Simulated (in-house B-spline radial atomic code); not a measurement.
Ionising the krypton ion Kr⁸⁺ with different functionals

Computed with a B-spline radial code for spherical atoms: scalar-relativistic (spin-free X2C) Hamiltonian, Fermi nucleus of rms radius 4.1884 fm, spin-polarised at highest spin, spherical fractional occupations for the functionals, and exact exchange of hybrids averaged over the configuration. The ionisation energy is the difference of two self-consistent energies, [Ar] 3d10 → [Ar] 3d9, without Breit or QED terms; ε is the level of the shell that loses the electron (its least bound occupied spin orbital). There is no spin-orbit coupling in this Hamiltonian.

```csv
method,rung,ΔSCF (eV),-ε(3d) (eV)
PBE0,global hybrid,233.27,220.73
B3LYP,global hybrid,233.34,219.71
TPSSh,global hybrid,?,?
M06-2X,global hybrid,233.00,226.70
BHandHLYP,global hybrid,?,?
r2SCAN0,global hybrid,234.06,221.66
B97-1,global hybrid,233.27,219.85
HSE06,range-separated hybrid,233.18,220.23
wB97X,range-separated hybrid,232.86,222.10
CAM-B3LYP,range-separated hybrid,233.26,221.69
LC-wPBE,range-separated hybrid,233.13,221.06
```

Question: What does TPSSh give?

Answer: ΔSCF 233.15 eV, and -ε(3d) = 217.36 eV.

Question: What does BHandHLYP give?

Answer: ΔSCF 233.19 eV, and -ε(3d) = 226.12 eV.

Question: Among the functionals, which spreads more, the ΔSCF values or the orbital energies?

Answer: The orbital energies: ΔSCF values span about 1.20 eV and the orbital energies 9.33 eV; here energy differences depend much less on the functional than eigenvalues do.

Question: How do they compare with the NIST value?

Answer: NIST lists 233.0 eV ± 0.7 (semi-empirical, ground level to ground level). Errors run from -0.14 to +1.06 eV; all lie within about twice that uncertainty, so the table can't rank the methods.
